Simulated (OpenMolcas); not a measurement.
## Cr4+, Mo4+, W4+: d2 down the group

```
Program             : OpenMolcas 26.06
Method              : SS-RASPT2, IPEA 0.25 Eh, imaginary shift 0.1 Eh
Basis               : ANO-RCC-VQZP
Scalar Hamiltonian  : DKH2, point nucleus
Spin-orbit coupling : state interaction with AMFI integrals over the reference wave functions, term energies averaged over their components
```

Active space for each ion: 8 electrons in 8 orbitals (RAS1 p, at most 2 holes; RAS2 d); closed shells correlated by CASPT2: Cr4+ 3s; Mo4+ 4s; W4+ 5s.

Computed levels in cm-1 above 3F2:

```json
{"Level": "3F3", "Cr4+": "525", "Mo4+": "1597", "W4+": "6810"}
{"Level": "3F4", "Cr4+": "1193", "Mo4+": "3390", "W4+": "12350"}
{"Level": "1D2", "Cr4+": "13150", "Mo4+": "10150", "W4+": "14160"}
{"Level": "3P0", "Cr4+": "16040", "Mo4+": "11670", "W4+": "13480"}
{"Level": "3P1", "Cr4+": "16230", "Mo4+": "12330", "W4+": "17380"}
{"Level": "3P2", "Cr4+": "16630", "Mo4+": "13820", "W4+": "23860"}
{"Level": "1G4", "Cr4+": "22140", "Mo4+": "16560", "W4+": "23380"}
{"Level": "1S0", "Cr4+": "50870", "Mo4+": "37560", "W4+": "44180"}
{"Level": "weight of 3F in the lowest level (%)", "Cr4+": "100", "Mo4+": "98", "W4+": "88"}
```

Mixed levels, with the weight of the term that names them: W4+ 1D2 (58 %), W4+ 3P2 (68 %).

Measured, with the error of the calculation in %. Measured levels: Cr4+ from Sugar and Corliss, J. Phys. Chem. Ref. Data 6, 317 (1977); Mo4+ from Sugar and Musgrove, J. Phys. Chem. Ref. Data 17, 155 (1988); W4+ from the list in J. Phys. B 45, 065001 (2012).

```json
{"Level": "3F3", "Cr4+": "508 (+3.4)", "Mo4+": "1578 (+1.2)", "W4+": ""}
{"Level": "3F4", "Cr4+": "1142 (+4.5)", "Mo4+": "3357 (+1.1)", "W4+": "11519 (+7.2)"}
{"Level": "1D2", "Cr4+": "13188 (-0.3)", "Mo4+": "10190 (-0.4)", "W4+": "13742 (+3.0)"}
{"Level": "3P0", "Cr4+": "15492 (+3.6)", "Mo4+": "11161 (+4.6)", "W4+": "12839 (+5.0)"}
{"Level": "3P1", "Cr4+": "15677 (+3.5)", "Mo4+": "11807 (+4.4)", "W4+": "16331 (+6.4)"}
{"Level": "3P2", "Cr4+": "16041 (+3.7)", "Mo4+": "13408 (+3.1)", "W4+": "22615 (+5.5)"}
{"Level": "1G4", "Cr4+": "22019 (+0.5)", "Mo4+": "16354 (+1.2)", "W4+": "22346 (+4.6)"}
{"Level": "1S0", "Cr4+": "51146 (-0.5)", "Mo4+": "37738 (-0.5)", "W4+": "43110 (+2.5)"}
```

The fine-structure level 3F4 changes by a factor of 10.4 from Cr4+ to W4+.

Without spin-orbit coupling 1D lies 12510, 8450, 7040 cm-1 above 3F in that order; the difference to the level 1D2, of either sign, comes from spin-orbit coupling, which also lowers the zero.

CASPT2 does not keep the components of a term degenerate, so their means are used; among the terms shown or strongly mixed into the levels shown the widest spread is 500 cm-1 (4d2 1G, Mo4+). Active for correlation alone: 3p; no level in the range computed is led by a configuration that opens it, so any true level of that kind is missing (holds for Cr4+). Active for correlation alone: 4p; no level in the range computed is led by a configuration that opens it, so any true level of that kind is missing (holds for Mo4+). Active for correlation alone: 5p; no level in the range computed is led by a configuration that opens it, so any true level of that kind is missing (holds for W4+). Computed and measured levels are paired by configuration, term and J; levels that our copy of the source lacks, or whose pairing is in doubt (as where it misses far off the trend of its configuration), stay unpaired and out of the deviations. Only configurations of the active space appear.
